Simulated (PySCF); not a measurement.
Computed shifts of a molecule CH7GeN, PBE/pcSseg-1 (PySCF), GIAO, gas phase, atoms alike by connectivity averaged where their shifts nearly agree, in ppm (number of nuclei): ¹³C: 5.5 (1). ¹⁵N: 13.3 (1). ¹H: 5.03 (2), 0.59 (3), -0.23 (2). References: ⁷³Ge against GeH4 (σ = 1614.4 ppm); ¹³C against TMS (σ = 182.0 ppm); ¹⁵N against NH3 (σ = 267.0 ppm); ¹H against TMS (σ = 31.49 ppm), references at their B3LYP-D3(BJ)/def2-TZVP geometries, non-relativistic. The structure is a stationary point at PBE0-D3(BJ)/def2-SVP. One conformer was computed; it need not be the lowest.

Problem. Identify the compound among the candidates.
(A) [CH3][GeH2][NH2]
(B) C[NH][GeH3]
(C) N[CH2][GeH3]

Solution. A, [CH3][GeH2][NH2]
